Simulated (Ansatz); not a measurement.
Reaction (substitution at a C–N bond): `C/N=C(\C)O` + `OB(F)O[SiH3]` → `COB(F)O[SiH3]` + `CC(=N)O`

Isolated molecules relaxed with PBE0-D4/def2-TZVP in Ansatz; ΔE leaves out vibrations. CCSD(T)/CBS is the MP2 limit (def2-TZVPP, def2-QZVPP) plus CCSD(T) − MP2 in def2-TZVPP, frozen cores. DFT in def2-TZVPP. Each species was taken in one conformer, which may not be the lowest.

```json
{"level": "BLYP-D4", "ΔE (kJ/mol)": "18.2"}
{"level": "B2PLYP", "ΔE (kJ/mol)": "18.6"}
{"level": "r2SCAN0", "ΔE (kJ/mol)": "20.1"}
{"level": "CCSD/def2-SVP", "ΔE (kJ/mol)": "19.0"}
```

(1) What does CCSD(T)/CBS give? (Estimate.)

Largest T1 diagnostic among the species: 0.013.

Answers

(1) Computed: +21.1 kJ/mol. The listed levels differ from it by -2.9, -2.5, -1.0, -2.1 kJ/mol.

In def2-TZVPP, CCSD(T) changes the Hartree–Fock value by +12.7 kJ/mol (the triples alone add +1.7 kJ/mol) and MP2 by +18.6 kJ/mol. Leaving LDA and LC-ωPBE aside and taking each functional with its dispersion term where it has one, the values, not all of them listed here, spread over 8.8 kJ/mol, from BHLYP-D4 to revPBE-D4. LDA lies +5.3 kJ/mol from PBE without D4.
